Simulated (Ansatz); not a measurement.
Ansatz (an electronic-structure program) input (PBE/6-311+G**): The .json file is the Basis Set Exchange's 6-311+G**.

Ansatz 0.2 input:
```yaml
crystal:
  periodic: [false, false, false]
  atoms:
    - {symbol: N, position_ang: [1.14827100, 1.16898700, 0.71238200]}
    - {symbol: Si, position_ang: [0.07455900, 0.10678000, 0.06097500]}
    - {symbol: N, position_ang: [-0.74058000, -1.09763300, 1.09830800]}
    - {symbol: N, position_ang: [0.94354500, -0.80440200, -1.18941600]}
    - {symbol: O, position_ang: [-1.34153600, 0.64740800, -0.73703800]}
    - {symbol: H, position_ang: [0.76285100, 1.87469700, 1.33250900]}
    - {symbol: H, position_ang: [-1.74848800, -1.00208900, 1.10196200]}
    - {symbol: H, position_ang: [-0.40826600, -1.05551600, 2.05246700]}
    - {symbol: H, position_ang: [0.76989000, -1.80051000, -1.14671700]}
    - {symbol: H, position_ang: [1.93863400, -0.64505600, -1.09345300]}
    - {symbol: H, position_ang: [-1.08481000, 1.08562400, -1.55302900]}
basis:
  gaussian:
    orbitals: 6-311+G__.json
hamiltonian:
  xc: {name: PBE}
total_charge: -1
output: {forces: true}
```

Output:

```
Functional definition: PBE
integrals: 0.09 GiB planned
1230 factors; their error is unknown
mean field: 0.54 GiB planned
mean field evaluation 1: about -14466.0865 eV, gradient 1.0e2 eV
mean field evaluation 2: about -14302.8062 eV, gradient 2.2e2 eV
mean field evaluation 4: about -14485.4153 eV, gradient 3.0e1 eV
mean field evaluation 8: about -14487.0661 eV, gradient 4.6e-1 eV
mean field evaluation 16: about -14487.0228 eV, gradient 2.8e-4 eV
mean field -14487.02278379 eV, -532.3882676474 hartree, gradient 7.1e-5 eV, S^2 0.000000; 0 other end points of the search recorded, 0 dependent functions left out
the calculation of the forces begins
reference -14487.02284912 eV, -532.3882700483 hartree; 25, 25 occupied and 130, 130 virtual orbitals, 1230 factors
Total energy: -14487.02284912 eV, -532.3882700483 hartree
Atom 0 at     1.148271     1.168987     0.712382 Å, force     0.686493     0.279054     0.110951 eV/Å
Atom 1 at     0.074559     0.106780     0.060975 Å, force     0.003353    -0.275871     0.035438 eV/Å
Atom 2 at    -0.740580    -1.097633     1.098308 Å, force     0.052739    -0.300978    -0.121461 eV/Å
Atom 3 at     0.943545    -0.804402    -1.189416 Å, force    -0.101746     0.107479    -0.291693 eV/Å
Atom 4 at    -1.341536     0.647408    -0.737038 Å, force    -0.669280     0.030397     0.020539 eV/Å
Atom 5 at     0.762851     1.874697     1.332509 Å, force    -0.106548     0.290610     0.225423 eV/Å
Atom 6 at    -1.748488    -1.002089     1.101962 Å, force    -0.414602     0.012388     0.008023 eV/Å
Atom 7 at    -0.408266    -1.055516     2.052467 Å, force     0.126855    -0.011452     0.370551 eV/Å
Atom 8 at     0.769890    -1.800510    -1.146717 Å, force    -0.062845    -0.385699    -0.008437 eV/Å
Atom 9 at     1.938634    -0.645056    -1.093453 Å, force     0.402768     0.067162     0.009825 eV/Å
Atom 10 at    -1.084810     1.085624    -1.553029 Å, force     0.082812     0.186911    -0.359159 eV/Å
Dipole moment:    -0.474610    -0.370470    -0.059545 e Å
```

The dipole moment of an ion depends on the origin.

The geometry given is a B3LYP-D3(BJ)/def2-TZVP minimum.
